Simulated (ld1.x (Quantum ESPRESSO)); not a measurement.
nitrogen (N), ultrasoft: configuration errors across variants

| Property | Result |
| --- | --- |
| Element | N (Z = 7) |
| Generator | ld1.x (Quantum ESPRESSO) 7.5 |
| Type | ultrasoft |
| Functional | LDA (PZ) |
| Relativity | scalar-relativistic |
| Frozen core | [He] |
| Valence charge | 5 |
| Reference configuration | 2s2 2p2 (charge +1) |
| Partial waves | 2s (bound): rcut 0.55, rcutus 0.70 bohr; 2s channel at -1.2 Ry: rcut 0.55, rcutus 0.70 bohr; 2p (bound): rcut 1.35, rcutus 1.70 bohr; 2p channel at 0.65 Ry: rcut 1.35, rcutus 1.70 bohr |
| Local potential | all-electron potential smoothed inside 0.75 bohr (lloc = -2) |
| Core correction | none |
| Augmentation charge | built from norm-conserving waves at rcut, not smoothed further |

All-electron excitation energies from the reference (eV): (1) 2s2 2p3 -13.732; (2) 2s2 2p1 28.970; (3) 2s2 2p0 76.135; (4) 2s1 2p3 11.453; (5) 2s1 2p0 153.608; (6) 2s2 2p3.3 -15.397; (7) 2s0 2p5 8.721; (8) 2s2 2p2 spin -1.689.

Spin tests fill each open shell by Hund’s rule, majority spin first.

2 further variants failed, have other tests or another functional or relativity, and are left out.

A true bound ghost makes a file unfit for plane-wave use even where its test errors are small: the radial tests pick states by their node count and pass the ghost by.

Errors AE − PS in meV (a dash: test not solved or not reliable):

```csv
change,(1),(2),(3),(4),(5),(6),(7),(8),bound ghosts
base,-134,-42,+401,+47,+812,-210,+29,+202,s
"wave 2p channel at 0.65 Ry: rcut 1.35, rcutus 1.70 bohr becomes 2p channel at -1.35 Ry: rcut 1.35, rcutus 1.70 bohr",+14,+55,+401,+45,+812,+18,+252,+211,s
local potential all-electron potential smoothed inside 1.18 bohr (lloc = -2),-138,-45,+411,+50,+817,-217,+15,+206,not determined
type TM; waves now 2p (bound): rc 1.70 bohr; 2s (bound): rc 0.70 bohr; local potential the s channel,+21,+99,+697,+23,+1381,+26,+183,+158,none
"waves 2s (bound): rcut 0.55, rcutus 0.74 bohr; 2s channel at -1.2 Ry: rcut 0.55, rcutus 0.74 bohr",-133,-41,+414,+52,+816,-209,+29,+207,not determined
"waves 2p (bound): rcut 1.35, rcutus 1.50 bohr; 2p channel at 0.65 Ry: rcut 1.35, rcutus 1.50 bohr",+54,+175,+401,+48,+812,+79,+189,+222,s
```

Task: Give the same row for: core correction a·sin(br)/r model core inside 0.52 bohr.

Result: -143, -67, +256, +28, +460, -222, -94, +61; bound ghosts: s.
